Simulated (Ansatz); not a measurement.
# Cost against result

Saddle point of SiN2H5Cl, singlet (SiN₂H₅Cl ([NH2][SiH]([NH2])[Cl]) → SiNH₂Cl ([NH][SiH][Cl]) + NH₃ (still joined by a long Si–N bond); bonds formed: N2–H4; bonds broken: N3–H4; bonds weakened to dative contacts: Si1–N2), PBE0-D4/def2-TZVP structure:

```xyz
9
angstrom
Si -0.3275 -0.7045 0.1395
N 0.1651 1.0504 0.4589
N 0.0915 -0.3949 -1.4080
H 0.3963 0.8450 -0.7058
H -1.7045 -0.9234 0.6401
Cl 0.8334 -1.8617 1.4089
H 0.9604 1.2163 1.0636
H -0.5617 1.7323 0.6393
H 0.1470 -0.9595 -2.2365
```

Barriers are electronic and count from the start structure reached by relaxing down the imaginary mode.

Program: Ansatz 0.2.0. Basis: as named in each row. Cores are frozen in the correlated methods. B3LYP uses VWN-RPA correlation. Extrapolation: Hartree–Fock as exp(−7.88 √X), correlation as X^−2.97.

Times are rough, for one single point on 4 threads of a shared host (AMD EPYC).

The estimate by CCSD(T) at an estimated basis limit (MP2 extrapolated from triple and quadruple zeta, plus CCSD(T) − MP2 in triple zeta) is 2.294 eV.

```
      method       basis  time (s)  barrier (eV)  method less estimate
          HF      STO-3G   under 1         3.741                 1.448
      PBE-D4      STO-3G         1         1.998                -0.296
    B3LYP-D4       6-31G         2         2.151                -0.142
       SPW92    def2-SVP         2         1.691                -0.603
      PBE-D4    def2-SVP         2         1.857                -0.436
     PBE0-D4    def2-SVP         3         2.092                -0.201
       SPW92  def2-TZVPP         4         1.816                -0.478
      PBE-D4  def2-TZVPP         4         1.971                -0.323
     BLYP-D4  def2-TZVPP         5         2.096                -0.198
     wB97M-V    def2-SVP         8         2.183                -0.111
    BHLYP-D4  def2-TZVPP         8         2.496                 0.203
     CCSD(T)    def2-SVP         8         2.259                -0.035
CAM-B3LYP-D4  def2-TZVPP         8         2.328                 0.035
     PBE0-D4  def2-TZVPP         8         2.181                -0.113
   r2SCAN-D4  def2-TZVPP         9         2.158                -0.136
    B3LYP-D4  def2-TZVPP         9         2.256                -0.037
  r2SCAN0-D4  def2-TZVPP        11         2.292                -0.002
      B2PLYP  def2-TZVPP        11         2.271                -0.022
    PBE-QIDH  def2-TZVPP        14         2.291                -0.003
  RPA on PBE  def2-TZVPP        14         2.260                -0.033
     wB97X-V  def2-TZVPP        15         2.335                 0.042
     wB97M-V  def2-TZVPP        15         2.289                -0.004
      B97M-V  def2-TZVPP        17         2.298                 0.004
         MP2  def2-QZVPP        29         2.237                -0.056
     CCSD(T)  def2-TZVPP       110         2.296                 0.003
```

All methods are single points on the PBE0-D4 structures.

The T1 diagnostic stays at or below 0.014.

Labels in which every atom is bracketed show which atoms are joined, not bond orders.
